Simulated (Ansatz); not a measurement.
```yaml
crystal:
  periodic: [false, false, false]
  atoms:
    - {symbol: C, position_ang: [1.427635, 0.833965, 0.968425]}
    - {symbol: N, position_ang: [0.273286, 0.038793, 0.640945]}
    - {symbol: C, position_ang: [-0.247855, -0.664016, 1.783983]}
    - {symbol: Al, position_ang: [-0.428330, -0.063521, -0.988479]}
    - {symbol: N, position_ang: [0.484673, 0.539008, -2.381542]}
    - {symbol: N, position_ang: [-2.037742, -0.768179, -1.213370]}
    - {symbol: H, position_ang: [1.784912, 1.383450, 0.093804]}
    - {symbol: H, position_ang: [2.261163, 0.218070, 1.340331]}
    - {symbol: H, position_ang: [1.203846, 1.575893, 1.750520]}
    - {symbol: H, position_ang: [-1.102032, -1.286015, 1.504593]}
    - {symbol: H, position_ang: [-0.580256, 0.024991, 2.575925]}
    - {symbol: H, position_ang: [0.506210, -1.328562, 2.233399]}
    - {symbol: H, position_ang: [0.093820, 0.707801, -3.292935]}
    - {symbol: H, position_ang: [1.470878, 0.735830, -2.388481]}
    - {symbol: H, position_ang: [-2.712536, -0.919792, -0.483211]}
    - {symbol: H, position_ang: [-2.420773, -1.050216, -2.099706]}
basis:
  gaussian: {orbitals: aug-cc-pVTZ}
total_charge: 1
magnetization: {spin_polarized: true, initial_magnetization: 1}
hamiltonian: {xc: {name: HF}}
correlation: {method: mp2, frozen_orbitals: {C: 0}}
```

```sh
$ ansatz run in.yaml --threads 4 --pin off --events-out ev --progress --plain --max-ram 11315MiB
```

Shortened log:

```
Functional definition: HF
  name "HF"
  cite "Fock, Z. Phys. 61, 126 (1930) doi:10.1007/BF01340294"
  parent pbe
  exchange = exact_x
  correlation = 0
Error: "frozen_orbitals" has no count for N
```

(1) Something in this input is off. What?

## Answers

(1) Frozen orbitals are typed for one element alone, and the program wants a count for each. The program refused the input.
